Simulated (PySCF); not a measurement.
An unknown shows these calculated signals:

1H NMR (500 MHz, computed): δ 6.30 (d, 1H), 5.95 (m, 1H), 5.19 (m, 1H), 5.09 (m, 1H), 2.30 (q, 2H), 2.00 (d, 3H), 1.13 (t, 3H).

13C{1H} NMR (computed): δ 157.0 (C), 139.2 (CH), 133.2 (CH), 120.9 (CH2), 30.9 (CH2), 22.9 (CH3), 18.6 (CH3).

Computed data (PySCF 2.14): coordinates at the GFN2-xTB level, shieldings: GIAO PBE0/pcSseg-1. Averaged over atoms made equivalent by symmetry, fast rotation or ring inversion, gas phase, non-relativistic, a single conformation.

References, each an isolated molecule treated in the same way: 1H, 13C against TMS.

Q: Which of these does the molecule contain: an NH or NH2 group, a non-aromatic C=C double bond, a CH3CH2 unit, a heteroaromatic ring, a (CH3)2CH unit?

A: 
- An NH or NH2 group: no.
- A non-aromatic C=C double bond: yes.
- A CH3CH2 unit: yes (δC 18.6, 30.9; δH 1.13 (t), 2.30 (q)).
- A heteroaromatic ring: no.
- A (CH3)2CH unit: no.

The data belong to `C=C(/C=C/C)CC`, C7H12; they needn't prove each group on their own.

Carbon signals by region: 4 in the sp2 and nitrile region (100–160 ppm), 3 below 50 ppm.

Shifts are as computed. Against solution values, carbons near 30 ppm lie about +3 ppm off and those near 130 ppm about +5 ppm. Of 1211 compounds with measured shifts, 218 miss one by over three times the rms of a fit or turn the order of signals round; such compounds aren't used in these exercises. No couplings were computed; multiplicities are counted from neighbouring protons, with m where these are inequivalent, close in shift, in a saturated or five-membered ring or joined by F or P, and br s for small geminal =CH2 splittings.
